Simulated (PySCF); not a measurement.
# Ionisation energy of Zr by level of theory

Zr [Kr] 4d2 5s2 (3F) → Zr⁺ [Kr] 4d2 5s1 (4F), as a difference of total energies. Calculation: PySCF 2.14, in x2c-TZVPall (8s6p6d1f, 63 functions); scalar relativity by spin-free X2C-1e. Correlated levels: valence: [Kr] frozen. The calculations carry no spin-orbit coupling.

| method | ionisation energy (eV) | error (eV) |
| --- | --- | --- |
| UHF | 5.187 | -1.452 |
| PBE0 | 6.285 | -0.354 |
| TPSS | 6.296 | -0.343 |
| MP2 (valence) | 5.978 | -0.661 |
| SCS-MP2 (valence) | 6.141 | -0.498 |

Reference: 6.639 eV (measured; NIST levels, between the centres of gravity of the two terms).

Errors of the correlated levels include the incompleteness of this basis and the frozen core.

MP2 underrates the near-degeneracy of ns² with np² in the lower species.
